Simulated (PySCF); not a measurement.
C₃ (SMILES [C]=C=[C]), singlet, at a GFN2-xTB geometry; PBE/6-31G*, frequencies (PySCF).

Input for PySCF:
```python
from pyscf import gto, scf, dft
from pyscf.hessian import thermo

mol = gto.M(
    atom='''
C    -1.28437576    0.09341332    0.00772869
C    -0.00051858   -0.00857482    0.00826663
C     1.28489434   -0.08483850   -0.01599533
''',
    basis='6-31g*',
    verbose=3,
)

mf = dft.RKS(mol)
mf.xc = 'pbe'
mf.kernel()
hess = mf.Hessian().kernel()
freq = thermo.harmonic_analysis(mf.mol, hess)
print('frequencies / cm-1', freq['freq_wavenumber'].round(1))
th = thermo.thermo(mf, freq['freq_au'], 298.15, 101325)
thermo.dump_thermo(mf.mol, th)
```

Question: Predict the main parts of the log of this PySCF run.

Answer: 
```
converged SCF energy = -113.890892682589
frequencies / cm-1 [   0. +248.j 1274.5  +0.j 2224.8  +0.j]
temperature 298.1500 [K]
pressure 101325.00 [Pa]
Rotational constants [GHz] 197355.73099 12.68605 12.68523
Symmetry number 2
Zero-point energy (ZPE) 0.00797 [Eh]   20930.427 [J/mol]
                           tot       elec      trans        rot        vib
Entropy [J/mol/K]       202.167      0.000    153.450     48.588      0.129
Cv [J/mol/K]             25.638      0.000     12.472     12.472      0.695
Cp [J/mol/K]             33.952      0.000     20.786     12.472      0.695
Internal energy [J/mol]                      3718.434   3718.434  20963.596
Internal energy [Eh]   -113.88008  -113.89089
Enthalpy [J/mol]                             6197.391   3718.434  20963.596
Enthalpy [Eh]          -113.87913
Gibbs free energy [J/mol]                  -39553.663 -10768.160  20925.080
Gibbs free energy [Eh] -113.90209
```
